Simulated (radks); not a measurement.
Q: Pr3+, 56 electrons, occupied as [Xe] 4f2. Method: Dirac Kohn-Sham, PBE, spin-unpolarised, spherical densities, finite nucleus; open shells fill j = l - 1/2 first; Fermi nuclear charge, rms radius 4.8919 fm; computed with a radial shooting solver on a logarithmic mesh with Libxc functionals. Some entries of the table are withheld. Estimate them.

| orbital | occ. | eigenvalue (hartree) | <1/r> (bohr^-1) | r(max) (bohr) |
|---|---|---|---|---|
| 1s1/2 | 2 | -1536.274 | 64.69 | 0.01541 |
| 2s1/2 | 2 | -247.9819 | 15.28 | 0.08741 |
| 2p1/2 | 2 | -234.4345 | 15.26 | (1) |
| 2p3/2 | 4 | -216.7145 | 13.77 | (2) |
| 3s1/2 | 2 | -54.40101 | 5.526 | 0.2493 |
| 3p1/2 | 2 | -48.63785 | 5.439 | (3) |
| 3p3/2 | 4 | -45.12770 | 5.066 | (4) |
| 3d3/2 | 4 | -35.06892 | 4.934 | 0.1987 |
| 3d5/2 | 6 | -34.31262 | 4.839 | 0.2019 |
| 4s1/2 | 2 | -11.70806 | 2.295 | 0.5790 |
| 4p1/2 | 2 | -9.54836 | 2.191 | 0.5873 |
| 4p3/2 | 4 | -8.78856 | 2.068 | 0.6118 |
| 4d3/2 | 4 | (5) | 1.850 | 0.6298 |
| 4d5/2 | 6 | (6) | 1.820 | 0.6379 |
| 5s1/2 | 2 | -2.40650 | 0.9053 | (7) |
| 5p1/2 | 2 | -1.80635 | 0.8074 | (8) |
| 5p3/2 | 4 | -1.69143 | 0.7664 | (9) |
| 4f5/2 | 2 | -1.10017 | (10) | 0.6745 |
| 4f7/2 | 0 | -1.08548 | (11) | 0.6791 |

A: 
(1) 2p1/2 r(max) (bohr): 0.06651
(2) 2p3/2 r(max) (bohr): 0.07186
(3) 3p1/2 r(max) (bohr): 0.2361
(4) 3p3/2 r(max) (bohr): 0.2476
(5) 4d3/2 eigenvalue (hartree): -5.23866
(6) 4d5/2 eigenvalue (hartree): -5.10452
(7) 5s1/2 r(max) (bohr): 1.336
(8) 5p1/2 r(max) (bohr): 1.454
(9) 5p3/2 r(max) (bohr): 1.519
(10) 4f5/2 <1/r> (bohr^-1): 1.292
(11) 4f7/2 <1/r> (bohr^-1): 1.281
